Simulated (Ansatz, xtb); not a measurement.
Relaxing a trial structure of AlClNO

The starting geometry of this gas-phase doublet has its atoms placed at random.

```xyz
4

Al    0.8480   -0.2580    0.2162
Cl   -0.9943   -1.0010    0.9463
N     0.0813    1.2179   -0.6015
O     0.6998    0.1842   -1.4916
```

Task: One run relaxed it with r2SCAN-D4/def2-SVP. What is a likely outcome?

Result: It ends as `[Cl][Al]1[N][O]1`.

The energy falls by 1.25 eV over 23 steps:

```tsv
step	E − E(last) (eV)
1	1.248
3	0.233
6	0.120
8	0.111
11	0.081
13	0.050
16	0.027
18	0.010
21	0.000
23	0.000
```

Final geometry (Å):

```xyz
4

Al    0.1383   -0.0465    0.1077
Cl   -0.7385   -1.5157    1.2663
N     0.9819    1.3258   -0.7291
O     0.2532    0.3795   -1.5755
```

From the same start GFN2-xTB reaches the same bonding as this run.

From so rough a start the end depends on the optimiser's path, so another program may land elsewhere. No frequencies were run, so the end isn't proven a minimum. Open shells are spin-unrestricted. Run with Ansatz 0.2.0, 120 s on 1 thread of Intel(R) Xeon(R) 6975P-C (Granite Rapids), with other jobs on the host.
